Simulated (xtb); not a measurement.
C$_{4}$H$_{4}$N (SMILES [c]1ccc[nH]1), doublet, geometry from GFN2-xTB; GFN2-xTB (xtb).

Here is a job for xtb.
```
$ xtb mol.xyz --gfn 2 --uhf 1 --acc 30 --json

# file mol.xyz
9

H     -0.00306512     0.07735829     2.15139521
N     -0.00173582     0.06478905     1.14577413
C     -0.00544177     1.14296516     0.34032033
C      0.00416020    -1.05198339     0.35633521
C     -0.00219146     0.77883833    -0.96507126
C      0.00402130    -0.64308464    -0.94873942
H      0.00794089    -2.03683772     0.77993376
H     -0.00387345     1.41173950    -1.82730995
H      0.00785878    -1.26619621    -1.82150703
```

The log (banner, timings and long lists left out):

```
   ID    Z sym.   atoms
    1    1 H      1, 7-9
    2    7 N      2
    3    6 C      3-6

           -------------------------------------------------
          |                Calculation Setup                |
           -------------------------------------------------

           -------------------------------------------------
          |                 G F N 2 - x T B                 |
           -------------------------------------------------

          ...................................................
          :                      SETUP                      :
          :.................................................:
          :  # basis functions                  24          :
          :  # atomic orbitals                  24          :
          :  # shells                           14          :
          :  # electrons                        25          :
          :  max. iterations                   250          :
          :  Hamiltonian                  GFN2-xTB          :
          :  restarted?                      false          :
          :  GBSA solvation                  false          :
          :  PC potential                    false          :
          :  electronic temp.          300.0000000     K    :
          :  accuracy                   30.0000000          :
          :  -> integral cutoff          0.2000000E+02      :
          :  -> integral neglect         0.3000000E-06      :
          :  -> SCF convergence          0.3000000E-04 Eh   :
          :  -> wf. convergence          0.3000000E-02 e    :
          :  Broyden damping             0.4000000          :
          :  net charge                          0          :
          :  unpaired electrons                  1          :
          ...................................................

 iter      E             dE          RMSdq      gap      omega  full diag
   1    -13.5721426 -0.135721E+02  0.421E+00    4.72       0.0  T
   2    -13.6196136 -0.474710E-01  0.306E+00    4.31       1.0  T
   3    -13.6262066 -0.659301E-02  0.171E+00    4.39       1.0  T
   4    -13.6238404  0.236622E-02  0.806E-01    4.48       1.0  T
   5    -13.6284099 -0.456948E-02  0.125E-01    4.42       1.0  T
   6    -13.6284322 -0.223512E-04  0.697E-02    4.45       1.0  T
   7    -13.6284613 -0.290521E-04  0.302E-02    4.43       1.1  T
   8    -13.6284624 -0.108721E-05  0.109E-02    4.43       3.1  T
   9    -13.6284630 -0.580553E-06  0.363E-03    4.43       9.2  T

[...]
         :: total energy             -13.397410247780 Eh    ::
[...]
     3   6 C        2.177    -0.045    31.781     9.118
     4   6 C        3.048    -0.018    28.411     8.742
     5   6 C        3.028    -0.056    29.350     8.886
     6   6 C        3.093    -0.060    29.375     8.883
     7   1 H        0.926     0.027     2.636     2.539
     8   1 H        0.927     0.032     2.559     2.501
     9   1 H        0.926     0.031     2.578     2.511

 Mol. C6AA /au·bohr⁶  :       1057.480601
 Mol. C8AA /au·bohr⁸  :      25691.779577
 Mol. α(0) /au        :         52.053618

Wiberg/Mayer (AO) data.
largest (>0.10) Wiberg bond orders for each atom

 ---------------------------------------------------------------------------
     #   Z sym  total        # sym  WBO       # sym  WBO       # sym  WBO
 ---------------------------------------------------------------------------
     1   1 H    0.975 --     2 N    0.946
     2   7 N    3.582 --     3 C    1.273     4 C    1.191     1 H    0.946
     3   6 C    3.169 --     5 C    1.616     2 N    1.273     4 C    0.162
     4   6 C    3.934 --     6 C    1.574     2 N    1.191     7 H    0.969
                             3 C    0.162
     5   6 C    3.965 --     3 C    1.616     6 C    1.253     8 H    0.975
     6   6 C    3.969 --     4 C    1.574     5 C    1.253     9 H    0.966
     7   1 H    0.999 --     4 C    0.969
     8   1 H    0.999 --     5 C    0.975
     9   1 H    0.999 --     6 C    0.966
 ---------------------------------------------------------------------------

Topologies differ in total number of bonds
Writing topology from bond orders to xtbtopo.mol

molecular dipole:
                 x           y           z       tot (Debye)
 q only:        0.000      -0.145       0.486
   full:        0.000      -0.285       0.683       1.880
molecular quadrupole (traceless):
                xx          xy          yy          xz          yz          zz
 q only:       -1.500      -0.002      -1.038      -0.004      -0.205       2.538
  q+dip:       -4.032      -0.009      -1.656      -0.009      -0.786       5.688
   full:       -2.916      -0.005      -1.650      -0.007      -0.469       4.566

           -------------------------------------------------
          | TOTAL ENERGY              -13.397410247780 Eh   |
          | GRADIENT NORM               0.000102749729 Eh/α |
          | HOMO-LUMO GAP               4.433405272489 eV   |
           -------------------------------------------------

normal termination of xtb
```
